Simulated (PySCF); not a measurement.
C2H7F2NSi.
Numbering: `[NH2:1][SiH:2]([CH2:3][F:4])[CH2:5][F:6]` (hydrogens: H7, H8 on N1; H9 on Si2; H10, H11 on C3; H12, H13 on C5)

Method: PBE0-D3(BJ)/def2-SVP geometry optimisation, gas phase in PySCF; density fitting, grid level 1; the optimiser is geomeTRIC in internal coordinates, started from a GFN2-xTB structure with every atom displaced at random (about 0.01 Å).

Geometry at step 0:
```
atom  x, y, z in Å
N1      1.7685    0.0365    0.4269
Si2     0.0717   -0.2667    0.6590
C3     -0.7958    1.4465    0.5368
F4     -0.1939    2.3078    1.4813
C5     -0.4705   -1.3535   -0.8313
F6     -1.8420   -1.5203   -0.8006
H7      2.1635    0.8346    0.9255
H8      2.4298   -0.6846    0.3457
H9     -0.3494   -0.9133    1.9258
H10    -1.8474    1.4036    0.7700
H11    -0.6441    1.9314   -0.4144
H12    -0.2255   -0.9023   -1.7837
H13    -0.0591   -2.3366   -0.7945
```

Problem. Give the atomic forces at this geometry.

Solution. 
```csv
atom,Fx (eV/Å),Fy (eV/Å),Fz (eV/Å)
N1,-1.230,1.484,0.414
Si2,0.129,0.386,-0.964
C3,1.321,-0.012,1.190
F4,-0.133,-0.445,-0.140
C5,-0.897,0.830,0.882
F6,-0.508,0.119,0.150
H7,-0.085,-0.173,-0.127
H8,1.045,-1.237,-0.086
H9,-0.062,-0.117,0.193
H10,-0.872,-0.120,0.013
H11,-0.048,0.088,-0.941
H12,0.450,0.370,-0.579
H13,0.890,-1.173,-0.005
```

The largest, 1.97 eV/Å, acts on N1; the rms over all components is 0.683 eV/Å. The forces sum to zero within rounding, as they must for an isolated molecule in no field.

Problem. Give the force on N1 in Eh/bohr and in nN.

Solution. 1.971 eV/Å ÷ 51.422 = 0.03834 Eh/bohr, and 1.971 eV/Å × 1.602 = 3.16 nN.

Problem. How far is this geometry from the end of the optimisation?

Solution. 0.168 eV above it, and 0.127 Å rms away after alignment. The bonds farthest from their final lengths, with half the difference of the two atoms' forces along the bond (positive lengthens):

| bond | now (Å) | final (Å) | force along bond (eV/Å) |
| --- | --- | --- | --- |
| C5–H13 | 1.066 | 1.105 | +1.25 |
| N1–H8 | 0.982 | 1.014 | +1.79 |
| Si2–C3 | 1.924 | 1.894 | -0.51 |
| C3–H11 | 1.078 | 1.105 | +0.87 |
| Si2–C5 | 1.923 | 1.897 | -0.70 |
| C3–F4 | 1.413 | 1.387 | -0.89 |

The angle farthest from its final value is N1–Si2–C5, 105.7° against 110.0°.

Of the 6 listed bonds off by 0.010 Å or more, this force points towards the final length in 6.

The cost below is that of the whole optimisation. On one thread of an Intel Xeon Platinum 8259CL at 2.50 GHz, shared host with 96 logical CPUs at a one-minute load of 61, this took 2.0 min and 0.52 GiB of memory at its peak.
